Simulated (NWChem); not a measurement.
Program: NWChem. System: C2H7FOSi, charge 0, spin multiplicity 1, at a geometry optimised with PBE0/def2-SVP. The structure started from a generated list of species. Level: MP2/def2-SVP, 9 core orbitals frozen.

Input file:

```
start mol
memory heap 200 mb stack 800 mb global 1000 mb
geometry units angstroms nocenter noautoz noautosym
  C      1.812969     1.045216     0.155030
  O      1.230344    -0.154894    -0.273540
  Si    -0.361120    -0.574598    -0.165202
  C     -1.493301     0.664289    -0.962461
  F     -0.778524    -0.660010     1.407088
  H      1.699974     1.190223     1.243573
  H      1.380945     1.924673    -0.356771
  H      2.888719     1.017411    -0.074843
  H     -0.458289    -1.935909    -0.740681
  H     -2.540671     0.333513    -0.884569
  H     -1.251815     0.787808    -2.029572
  H     -1.417228     1.648877    -0.475192
end
basis spherical
  * library def2-svp
end
scf
  rhf
  nopen 0
  maxiter 100
  thresh 1e-7
  semidirect memsize 60000000 filesize 0
end
mp2
  freeze core 9
end
task mp2 energy
```

Part of the output:

```
             Northwest Computational Chemistry Package (NWChem) 7.3.0
             --------------------------------------------------------

                                NWChem Input Module
                                -------------------

 Scaling coordinates for geometry "geometry" by  1.889725989
 (inverse scale =  0.529177249)

                             Geometry "geometry" -> ""
                             -------------------------

 Output coordinates in angstroms (scale by  1.889725989 to convert to a.u.)

  No.       Tag          Charge          X              Y              Z
 ---- ---------------- ---------- -------------- -------------- --------------
    1 C                    6.0000     1.81296900     1.04521600     0.15503000
    2 O                    8.0000     1.23034400    -0.15489400    -0.27354000
    3 Si                  14.0000    -0.36112000    -0.57459800    -0.16520200
    4 C                    6.0000    -1.49330100     0.66428900    -0.96246100
    5 F                    9.0000    -0.77852400    -0.66001000     1.40708800
    6 H                    1.0000     1.69997400     1.19022300     1.24357300
    7 H                    1.0000     1.38094500     1.92467300    -0.35677100
    8 H                    1.0000     2.88871900     1.01741100    -0.07484300
    9 H                    1.0000    -0.45828900    -1.93590900    -0.74068100
   10 H                    1.0000    -2.54067100     0.33351300    -0.88456900
   11 H                    1.0000    -1.25181500     0.78780800    -2.02957200
   12 H                    1.0000    -1.41722800     1.64887700    -0.47519200

 Effective nuclear repulsion energy (a.u.)     252.9962629915

            Nuclear Dipole moment (a.u.)
            ----------------------------
        X                 Y               Z
 ---------------- ---------------- ----------------
    -0.0000018897     0.0000226767     0.0000056692


 Summary of "ao basis" -> "" (spherical)
 ------------------------------------------------------------------------------
       Tag                 Description            Shells   Functions and Types
[...]
     1   1 0 0     -0.037038      0.000000     -0.000002
     1   0 1 0      0.714543      0.000000      0.000023
     1   0 0 1     -0.498146      0.000000      0.000006

     2   2 0 0    -27.223529      0.000000    270.949625
     2   1 1 0      1.693467      0.000000     56.279018
     2   1 0 1      2.186574      0.000000     20.711161
     2   0 2 0    -27.506582      0.000000    111.745058
     2   0 1 1      0.811909      0.000000    -35.997952
     2   0 0 2    -29.917765      0.000000    113.764613

                   NWChem MP2 Semi-direct Energy/Gradient Module
                   ---------------------------------------------

  Basis functions       =    109
  Molecular orbitals    =    109
  Frozen core           =      9
  Frozen virtuals       =      0
  Active alpha occupied =     16
  Active beta occupied  =     16
  Active alpha virtual  =     84
  Active beta virtual   =     84
  Use MO symmetry       = F
  Use skeleton AO sym   = F

  AO/Fock/Back tols     =   1.0D-09  1.0D-09  1.0D-09

 GA uses MA = F    GA memory limited = T

 Available:
  local mem=  1.15D+08
 global mem=  1.31D+08
 local disk=  0.00D+00
  mp2_memr nvloc                    84
  nvloc new                    84
   1 passes of  16:        3145728                      58509                  26044262.
   1 passes of  16: M    114683677           G      131048238           F     111537949.

 Semi-direct pass number   1 of   1  for RHF alpha+beta  at        7.9s
  vrange nnbf                  5695
  mp2_eaftype                    99  avail_ma_in_mb                   999
 EAF : mp2_eaftype filesize          99   13022131.
  mp2_eaf for mointskh                     99
Node 0 wrote     61.2 Mb in      0.0 s     Agg I/O rate:  1819.8 Mb/s
 Done moints_semi at       15.7s
  mp2_eaftype                    99  avail_ma_in_mb                   900
 EAF : mp2_eaftype filesize          99   13022131.
  mp2_eaf for kh                    99
 Done maket at       16.4s
 Done multipass loop at       16.4s

          -------------------------------------------
          SCF energy                -542.867732201138
          Correlation energy          -0.752255558489
          Singlet pairs               -0.479919985332
          Triplet pairs               -0.272335573156
          Total MP2 energy          -543.619987759627
          -------------------------------------------

          ---------------------------------------------------
                    Spin Component Scaled (SCS) MP2
          Same spin pairs                     -0.181557048771
          Same spin scaling factor             0.333333333333
          Opposite spin pairs                 -0.570698509718
          Opposite spin scaling fact.          1.200000000000
          SCS-MP2 correlation energy          -0.745357227919
          Total SCS-MP2 energy              -543.613089429057
          ---------------------------------------------------

 -----------------------
 Performance information
 -----------------------

 Timer overhead =  2.44D-07 seconds/call

               Nr. of calls         CPU time (s)                 Wall time (s)                GFlops
             ---------------    -------------------     ------------------------------   -------------------
Name         Min   Avg   Max    Min     Avg     Max     Min     Avg     Max   Mx/calls   Min     Max     Sum
mp2: moin     1     1     1    7.7     7.7     7.7      7.7     7.7     7.7     7.7      0.0     0.0     0.0
mp2: make     1     1     1   0.70    0.70    0.70     0.70    0.70    0.70    0.70      0.0     0.0     0.0
mp2: tota     1     1     1    8.5     8.5     8.5      8.5     8.5     8.5     8.5      0.0     0.0     0.0

 The average no. of pstat calls per process was 3.00D+00
 with a timing overhead of 7.31D-07s

 Task  times  cpu:       16.3s     wall:       16.3s

 Total times  cpu:       16.4s     wall:       16.4s
```
